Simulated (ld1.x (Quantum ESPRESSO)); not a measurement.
Transferability test, TM potential for iodine (I)

ld1.x (Quantum ESPRESSO) 7.5 input, shortened:

```
&input
   title='I', zed=53., rel=1, dft='PBE', iswitch=3,
   config='[Kr] 4d10 5s2 5p5'
 /
 &inputp
   pseudotype=2, tm=.true., lloc=2,
   nlcc=.true., new_core_ps=.true., rcore=0.80
 /
3
5S  1  0   2.00   0.00  1.50  1.50  0.0
5P  2  1   5.00   0.00  2.05  2.05  0.0
4D  3  2  10.00   0.00  1.10  1.10  0.0
 &test
   configts(1)='4d10 5s2 5p5'
 /
```

Energies are relative to the spin-unpolarised reference configuration 4d10 5s2 5p5; without spin polarisation the order of configurations can differ from experiment.

```json
{"valence configuration": "4d10 5s2 5p4", "charge": "+1", "ΔE all-electron (eV)": "11.131", "error AE − PS (meV)": "-1.5"}
{"valence configuration": "4d10 5s2 5p3", "charge": "+2", "ΔE all-electron (eV)": "30.977", "error AE − PS (meV)": "+0.4"}
{"valence configuration": "4d10 5s2 5p4.5", "charge": "+0.5", "ΔE all-electron (eV)": "4.532", "error AE − PS (meV)": "-0.9"}
{"valence configuration": "4d10 5s1 5p5", "charge": "+1", "ΔE all-electron (eV)": "22.111", "error AE − PS (meV)": "-2.7"}
{"valence configuration": "4d9 5s2 5p5", "charge": "+1", "ΔE all-electron (eV)": "58.247", "error AE − PS (meV)": "-362"}
```

What are ΔE and the potential's error for 4d10 5s2 5p2?

ΔE = 60.305 eV all-electron; the error (AE − PS) is +8.3 meV.

What are ΔE and the potential's error for 4d10 5s1 5p6?

ΔE = 10.414 eV all-electron; the error (AE − PS) is -4.9 meV.

Note: ghost states, extra bound levels that the all-electron valence spectrum of the same l lacks: s at -230.7 eV, p at -95.3 eV. A true bound ghost makes a file unfit for plane-wave use.
